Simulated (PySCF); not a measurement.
Si(H)(Me)2(SH) (C2H8SSi), SMILES C[SiH](C)S.

Geometry: B3LYP-D3(BJ)/def2-SVP. The values are those of a single conformer.

Two levels are set side by side: TDDFT-PBE/def2-SVPD (PySCF) and TDDFT-ωB97X/def2-SVPD (PySCF). Vertical, same geometry. The lowest singlet is HOMO→LUMO 98 % with PBE and HOMO→LUMO 47 %, HOMO→LUMO+2 39 % with the other functional; states are paired by order. Differences are taken from unrounded values.

```json
[
 {"quantity": "lowest singlet excitation (eV)", "TDDFT-ωB97X": "6.20"},
 {"quantity": "lowest triplet excitation (TDA) (eV)", "TDDFT-ωB97X": "5.82"}
]
```

**Question.** What does TDDFT-PBE give, and how far is it from TDDFT-ωB97X? (The exact figures need the calculation; the answer reports its results.)

**Answer.** 
| quantity | TDDFT-PBE | TDDFT-PBE minus TDDFT-ωB97X |
|---|---|---|
| lowest singlet excitation (eV) | 5.57 | -0.64 |
| lowest triplet excitation (TDA) (eV) | 5.23 | -0.58 |

Functionals without exact exchange tend to place singlet excitations lower, as here. Differences between two approximate levels are no errors against the true value.

Rough cost on one machine, each run with all the roots and properties that it gave: TDDFT-ωB97X against TDDFT-PBE about 10 times.
